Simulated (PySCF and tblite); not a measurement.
Values are calculated unless marked as measured or tabulated.
Stationary points of C₃H₆BClS at B3LYP-D3(BJ)/def2-SVP, in Å:

Structure A

```
 1 C    -1.568   -0.362    0.549
 2 C    -1.270    0.455   -0.475
 3 B    -0.031    0.338   -1.401
 4 Cl   -0.266    0.645   -3.141
 5 S     1.661   -0.049   -0.952
 6 C     1.703   -0.181    0.875
 7 H    -2.503   -0.269    1.112
 8 H    -0.908   -1.181    0.848
 9 H    -2.010    1.222   -0.743
10 H     1.486   -1.208    1.198
11 H     2.724    0.081    1.185
12 H     0.987    0.512    1.335
```

Structure B

```
 1 C    -2.488   -0.611    0.116
 2 C    -1.743    0.350   -0.457
 3 B    -0.200    0.471   -0.333
 4 Cl    0.629    1.768   -1.226
 5 S     0.730   -0.674    0.694
 6 C     2.474   -0.158    0.512
 7 H    -3.575   -0.655   -0.003
 8 H    -2.038   -1.399    0.731
 9 H    -2.259    1.105   -1.063
10 H     3.070   -0.836    1.137
11 H     2.795   -0.239   -0.534
12 H     2.608    0.877    0.854
```

Structure C

```
 1 C    -1.939   -0.392    0.410
 2 C    -1.442    0.436   -0.529
 3 B    -0.058    0.212   -1.176
 4 Cl    0.448    1.308   -2.473
 5 S     1.095   -1.138   -0.634
 6 C     1.923   -0.183    0.707
 7 H    -2.923   -0.238    0.866
 8 H    -1.362   -1.262    0.742
 9 H    -2.050    1.291   -0.848
10 H     2.654   -0.863    1.166
11 H     2.453    0.689    0.299
12 H     1.201    0.140    1.469
```

Level: PBE0/pcSseg-1 + D3(BJ), IEF-PCM chloroform on B3LYP-D3(BJ)/def2-SVP stationary points, with GFN2-xTB thermal terms.

Question: Which structure is a saddle point, and along which motion?

Answer: C: one imaginary mode (113i cm⁻¹ at GFN2-xTB, mostly on C6, S5, Cl4), along the rotation about the B3–S5 bond (torsion C2–B3–S5–C6 from 179° to 356°, rising).

Question: Give their symmetry and energies above the lowest.

Answer: A C1, 2.0 kcal/mol; B Cs, 0.0 kcal/mol; C C1, 12.3 kcal/mol.
